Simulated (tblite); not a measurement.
Compound: C4H14Ge2Si.
Atom-mapped SMILES: `[CH2:1]=[CH:2][Ge@@H:3]([CH3:4])[Ge@H:5]([CH3:6])[SiH3:7]` (hydrogens: H8, H9 on C1; H10 on C2; H11 on Ge3; H12, H13, H14 on C4; H15 on Ge5; H16, H17, H18 on C6; H19, H20, H21 on Si7)

Computed with GFN2-xTB (tblite), gas phase: L-BFGS steps from a force-field or distance-geometry start until the largest atomic force falls under 0.01 eV/Å.

Geometry at step 8:
```
atom  x, y, z in Å
C1     -1.6614   -0.7096   -2.1093
C2     -2.0742    0.2238   -1.2654
Ge3    -1.0600    0.6933    0.3430
C4     -2.1391    0.1447    1.9200
Ge5     1.0931   -0.3562    0.4448
C6      2.2157    0.9783    1.3851
Si7     2.1410   -0.8944   -1.5686
H8     -2.2211   -1.0310   -2.9725
H9     -0.7142   -1.2139   -1.9788
H10    -3.0399    0.6822   -1.4140
H11    -0.9228    2.2208    0.3904
H12    -2.1202    0.8829    2.7146
H13    -3.1745   -0.0547    1.6514
H14    -1.7303   -0.7848    2.3091
H15     0.9856   -1.5497    1.4052
H16     2.3017    1.8547    0.7464
H17     3.2229    0.6164    1.5632
H18     1.8247    1.2957    2.3476
H19     1.6783    0.0249   -2.6126
H20     3.5872   -0.7305   -1.3860
H21     1.7983   -2.2758   -1.9140
```

Q: What forces act on the atoms?

A: 
```
atom  Fx (eV/Å)  Fy (eV/Å)  Fz (eV/Å)
  C1     -0.062      0.084      0.060
  C2      0.138     -0.269     -0.082
 Ge3     -0.186      0.068      0.206
  C4     -0.117     -0.095     -0.049
 Ge5      0.163      0.114      0.183
  C6      0.157      0.011      0.040
 Si7      0.061     -0.028      0.051
  H8     -0.129      0.040     -0.062
  H9      0.047      0.027      0.059
 H10     -0.068      0.096     -0.057
 H11     -0.079     -0.083     -0.045
 H12      0.000      0.025     -0.001
 H13      0.013      0.112     -0.001
 H14      0.031     -0.001      0.046
 H15     -0.017      0.072     -0.050
 H16     -0.034      0.076      0.032
 H17      0.110     -0.110     -0.028
 H18     -0.155     -0.009     -0.035
 H19      0.055     -0.076     -0.029
 H20     -0.040     -0.082     -0.119
 H21      0.111      0.026     -0.120
```

The largest, 0.31 eV/Å, acts on C2; the rms over all components is 0.092 eV/Å. The forces sum to zero within rounding, as they must for an isolated molecule in no field.

Q: Give the force on C2 in Eh/bohr and in nN.

A: 0.313 eV/Å ÷ 51.422 = 0.00609 Eh/bohr, and 0.313 eV/Å × 1.602 = 0.50 nN.

Q: How far is this geometry from the end of the optimisation?

A: 0.093 eV above it, and 0.252 Å rms away after alignment. The bonds farthest from their final lengths, with half the difference of the two atoms' forces along the bond (positive lengthens):

```json
{"bond": "Ge3–Ge5", "now (Å)": "2.397", "final (Å)": "2.435", "force along bond (eV/Å)": "+0.15"}
{"bond": "Ge5–Si7", "now (Å)": "2.333", "final (Å)": "2.354", "force along bond (eV/Å)": "+0.05"}
{"bond": "C2–Ge3", "now (Å)": "1.959", "final (Å)": "1.964", "force along bond (eV/Å)": "+0.07"}
{"bond": "Ge5–C6", "now (Å)": "1.981", "final (Å)": "1.986", "force along bond (eV/Å)": "-0.07"}
{"bond": "C2–H10", "now (Å)": "1.079", "final (Å)": "1.084", "force along bond (eV/Å)": "+0.17"}
{"bond": "Ge3–C4", "now (Å)": "1.988", "final (Å)": "1.984", "force along bond (eV/Å)": "-0.10"}
```

The angle farthest from its final value is Si7–Ge5–H15, 113.1° against 108.9°.

Of the 2 listed bonds off by 0.010 Å or more, this force points towards the final length in 2.

The cost below is that of the whole relaxation. On one thread of an Arm Neoverse V1, on a shared host, this took 0.98 s of wall time.
